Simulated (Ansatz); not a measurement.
Reaction (formal hydrolysis of a B–S bond): `C=C(N)SBO` + H₂O → `OBO` + `C=C(N)S`

Isolated molecules relaxed with PBE0-D4/def2-TZVP in Ansatz; ΔE leaves out vibrations. CCSD(T)/CBS adds triple-zeta CCSD(T) − MP2 to the extrapolated MP2 energy (def2 sets, frozen cores). This one scheme is used for every species. DFT in def2-TZVPP. B3LYP here is the variant with VWN-RPA as its local correlation; programs differ in this. Each species was taken in one conformer, which may not be the lowest.

| level | ΔE (kJ/mol) | difference from CCSD(T)/CBS |
| --- | --- | --- |
| PBE-D4 | -36.1 | 4.2 |
| r2SCAN-D4 | -45.0 | -4.7 |
| PBE0-D4 | -40.0 | 0.3 |
| B3LYP-D4 | -47.7 | -7.4 |
| ωB97X-V | -47.8 | -7.5 |
| ωB97M-V | -48.2 | -7.9 |
| B2PLYP | -51.9 | -11.6 |
| r2SCAN | -46.8 | -6.5 |
| PBE0 | -45.8 | -5.5 |
| HF/def2-TZVPP | -75.3 | -35.0 |
| MP2/def2-TZVPP | -39.5 | 0.8 |
| CCSD/def2-TZVPP | -49.4 | -9.1 |
| CCSD(T)/def2-TZVPP | -43.2 | -2.9 |
| HF/def2-QZVPP | -76.2 | -35.9 |
| MP2/def2-QZVPP | -38.1 | 2.2 |
| CCSD/CBS(def2) | -46.5 | -6.2 |
| CCSD(T)/CBS | -40.3 | 0 |

Largest T1 diagnostic among the species: 0.013.

In def2-TZVPP, CCSD(T) changes the Hartree–Fock value by +32.1 kJ/mol (the triples alone add +6.2 kJ/mol) and MP2 by +35.9 kJ/mol. From PBE to PBE0 (25 % exact exchange), in def2-TZVPP and without D4, ΔE moves by −3.2 kJ/mol.
